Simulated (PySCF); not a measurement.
# How the method moves the HOMO and LUMO of `C[SiH2]/C=C/[SiH3]`

Species: C3H10Si2.
Atom-mapped SMILES: `[CH3:1][SiH2:2]/[CH:3]=[CH:4]/[SiH3:5]` (hydrogens: H6, H7, H8 on C1; H9, H10 on Si2; H11 on C3; H12 on C4; H13, H14, H15 on Si5)

Geometry (PBE0-D3(BJ)/def2-SVP, Å), atoms numbered from 1 in this order:
```xyz
15
C3H10Si2 angstrom
C     -2.325   -0.683    0.620
Si    -1.612    0.888   -0.121
C      0.261    0.799   -0.228
C      0.997   -0.257    0.163
Si     2.865   -0.341    0.052
H     -1.933   -0.856    1.634
H     -2.081   -1.558   -0.001
H     -3.421   -0.611    0.687
H     -1.996    2.078    0.705
H     -2.166    1.114   -1.495
H      0.787    1.673   -0.642
H      0.475   -1.134    0.576
H      3.471   -0.524    1.408
H      3.295   -1.499   -0.793
H      3.376    0.929   -0.550
```

Basis pcSseg-1 throughout (PySCF), one geometry. One conformer (not necessarily the lowest) at the PBE0-D3(BJ)/def2-SVP geometry, without solvent, vibrations or thermal averaging.

Problem. How do the orbital energies, the gap and the dipole change with the method?

Solution. 
| method | kind | HOMO (eV) | LUMO (eV) | gap (eV) | μ (D) | SCF cycles |
| --- | --- | --- | --- | --- | --- | --- |
| BLYP | GGA | -6.63 | -1.61 | 5.02 | 0.76 | 15 |
| B97-D | GGA | -6.75 | -1.68 | 5.07 | 0.77 | 14 |
| OPBE | GGA | -6.79 | -1.73 | 5.06 | 0.80 | 14 |
| KT2 | GGA | -6.80 | -1.77 | 5.03 | 0.76 | 14 |
| KT3 | GGA | -6.80 | -1.73 | 5.08 | 0.75 | 14 |
| PBE | GGA | -6.81 | -1.80 | 5.01 | 0.79 | 15 |
| BP86 | GGA | -6.91 | -1.89 | 5.01 | 0.79 | 15 |
| LDA | LDA | -6.92 | -1.98 | 4.94 | 0.80 | 15 |
| B97-2 | global hybrid | -7.67 | -0.88 | 6.79 | 0.75 | 12 |
| B3LYP | global hybrid | -7.68 | -1.01 | 6.67 | 0.74 | 13 |
| PBE0 | global hybrid | -7.92 | -0.84 | 7.08 | 0.76 | 12 |
| mPW1PW91 | global hybrid | -7.94 | -0.85 | 7.09 | 0.75 | 12 |
| BHandHLYP | global hybrid | -8.85 | 0.29 | 9.14 | 0.71 | 12 |
| CAM-B3LYP | range-separated hybrid | -9.19 | 0.36 | 9.56 | 0.72 | 12 |
| wB97X-D | range-separated hybrid | -9.75 | 0.95 | 10.69 | 0.73 | 13 |
| HF | Hartree–Fock | -10.29 | 2.91 | 13.20 | 0.69 | 10 |
| LC-wPBE | range-separated hybrid | -10.60 | 1.43 | 12.03 | 0.72 | 12 |

The HOMO spans 3.98 eV, from BLYP down to LC-wPBE, and the gap runs from 4.94 eV (LDA) to 13.20 eV (HF). Over the methods BLYP (0 %), B97-D (0 %), OPBE (0 %), KT2 (0 %), KT3 (0 %), PBE (0 %), BP86 (0 %), LDA (0 %), B97-2 (21 %), B3LYP (20 %), PBE0 (25 %), mPW1PW91 (25 %), BHandHLYP (50 %), HF (100 %), a straight line through the gap against the share of exact exchange rises by 0.82 eV for each 10 % (correlation coefficient 1.000). The dipole ranges from 0.69 D (HF) to 0.80 D (LDA). This basis has no diffuse functions.

The vertical ΔSCF ionisation energy at CAM-B3LYP/def2-SVPD is 9.88 eV; −ε(HOMO) comes closest to it with wB97X-D (9.75 eV).
